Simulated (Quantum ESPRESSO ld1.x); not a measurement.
Values are calculated unless marked as measured or tabulated.
Pb70+, configuration [Ne] 3s2.

Level of theory: Dirac Kohn-Sham, PBE, spin-unpolarised, spherical densities, point nucleus (ld1.x of Quantum ESPRESSO 7.5).

Energy parts (hartree):
total: -14617.21
kinetic: 17760.15
electron-nucleus: -33298.94
Hartree: 1089.95
exchange-correlation: -168.37

Orbitals (lengths in bohr, moments of r in powers of bohr; r(max) is where P^2 peaks):
| orbital | occ. | eigenvalue (hartree) | <r> | <r^2> | r(max) |
|---|---|---|---|---|---|
| 1s1/2 | 2 | -3471.3811 | 0.01603 | 0.0003565 | 0.009832 |
| 2s1/2 | 2 | -802.9833 | 0.06598 | 0.005208 | 0.05696 |
| 2p1/2 | 2 | -783.4086 | 0.05406 | 0.003652 | 0.04162 |
| 2p3/2 | 4 | -700.4322 | 0.06264 | 0.004759 | 0.04918 |
| 3s1/2 | 2 | -329.4605 | 0.1597 | 0.02924 | 0.1528 |
| 3p1/2 | 0 | -322.5613 | 0.1492 | 0.02594 | 0.1412 |
| 3p3/2 | 0 | -299.8575 | 0.1618 | 0.03032 | 0.1543 |
| 4s1/2 | 0 | -177.2022 | 0.2962 | 0.09913 | 0.3012 |

The highest occupied level is 3s1/2 at -8965.1 eV. The density falls to 0.001 e/bohr^3 at r = 0.46 bohr. For comparison, the ionisation energy in NIST's Atomic Spectra Database is 9000 eV (theoretical). In exact Kohn-Sham theory the highest level is minus the ionisation energy, but local and semilocal functionals leave it too shallow, through self-interaction and a potential that decays too fast; potentials with the right tail come closer.
